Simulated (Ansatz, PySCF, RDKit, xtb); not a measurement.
Complex: HI (SMILES I) (first 2 atoms) with CH6Si (SMILES C[SiH3]); geometry from B3LYP-D3(BJ)/def2-TZVP, rigid monomers moved along the line of their centres of mass till H2···H10 is 2.49 Å.
(charge 0, multiplicity 1):
```xyz
10

I     -0.54800     1.27885    -0.48810
H     -0.81436    -0.01916     0.43964
C     -0.11692     0.93249     4.08611
Si     0.26095    -0.82796     3.56958
H     -1.10909     1.00205     4.53559
H     -0.08524     1.60343     3.22622
H      0.61207     1.28435     4.81844
H      0.21319    -1.74884     4.73077
H      1.59977    -0.92315     2.94056
H     -0.73886    -1.30159     2.57494
```

Counterpoise-corrected where a basis set is named; no monomer relaxation. Rows marked so take none. RDKit's UFF carries no charges.

Rows in LANL2DZ carry no dispersion term and start afresh at each structure. LANL2DZ brings its own core potentials from Na on.

Run with Ansatz (a program for electronic structure) with Gaussian orbitals; PySCF for LANL2DZ rows, the dispersion terms; RDKit for the force fields; xtb for the GFN methods. Values without a source in brackets are computed. In def2 rows elements past Kr take small-core potentials, without spin–orbit coupling.

Problem. One of these levels gives -86.6 meV for the interaction energy. Name it.
A) GFN2-xTB
B) UFF
C) B3LYP-D4/def2-TZVPPD
D) B3LYP/LANL2DZ (no counterpoise)

Solution. A, GFN2-xTB. The others give -43.7 (UFF), -1.9 (B3LYP/LANL2DZ (no counterpoise)), -58.5 (B3LYP-D4/def2-TZVPPD)
